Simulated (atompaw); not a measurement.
Which change was made? (Mn, PAW (atompaw))

- Element: Mn
- Generator: atompaw 4.2.0.5
- Type: PAW
- Functional: LDA (PW92)
- Relativity: scalar-relativistic
- Frozen core: [Ar]
- Valence charge: 7
- Reference configuration: 3d5 4s1.75 4p0.25
- Partial waves: 4s (bound): rc 3.00 bohr; 4s channel at 0.6 Ry: rc 3.00 bohr; 4p (bound): rc 3.00 bohr; 4p channel at 3.95 Ry: rc 3.00 bohr; 3d (bound): rc 1.80 bohr; 3d channel at -0.1 Ry: rc 1.80 bohr
- Local potential: vpsmatchnc scheme with l = 3 at 0 Ry, radius 2.70 bohr
- Core correction: smooth core density matched at 2.60 bohr
- Augmentation charge: sinc compensation charge, radius 2.20 bohr; PAW radius 3.00 bohr; waves and projectors: custom polynom2 7 10 vanderbiltortho

Cutoffs, loose and tight: the cutoffs (Ry, on a coarse ladder) from which the occupation-weighted sum of valence levels, in a spherical-Bessel basis at the reference potential, stays within 10 and 1 mRy of its value at 400 Ry. They see the waves, projectors and local potential, not the compensation charge or the core.

The base gives: outcome: generated; cutoff, loose: 25 Ry; cutoff, tight: 110 Ry; bound ghosts: none.

Q: After one change the result is: outcome: generated; cutoff, loose: 25 Ry; cutoff, tight: 110 Ry; bound ghosts: s, p. Which change was it?
A. local potential vpsmatchnc scheme with l = 3 at 0 Ry, radius 1.30 bohr
B. augmentation sinc compensation charge, radius 2.20 bohr; PAW radius 3.00 bohr; waves and projectors: custom polynom vanderbiltortho
C. all radii scaled by about 1.07 (s 3.22, p 3.22, d 1.94 bohr); local potential vpsmatchnc scheme with l = 3 at 0 Ry, radius 2.90 bohr; augmentation sinc compensation charge, radius 2.36 bohr; PAW radius 3.22 bohr; waves and projectors: custom polynom2 7 10 vanderbiltortho; core correction smooth core density matched at 2.80 bohr

A: A. The others give: augmentation sinc compensation charge, radius 2.20 bohr; PAW radius 3.00 bohr; waves and projectors: custom polynom vanderbiltortho → outcome: failed: atompaw: The overlap operator has at least one negative eigenvalue! | all radii scaled by about 1.07 (s 3.22, p 3.22, d 1.94 bohr); local potential vpsmatchnc scheme with l = 3 at 0 Ry, radius 2.90 bohr; augmentation sinc compensation charge, radius 2.36 bohr; PAW radius 3.22 bohr; waves and projectors: custom polynom2 7 10 vanderbiltortho; core correction smooth core density matched at 2.80 bohr → outcome: generated; cutoff, loose: 21 Ry; cutoff, tight: 35 Ry; bound ghosts: none.
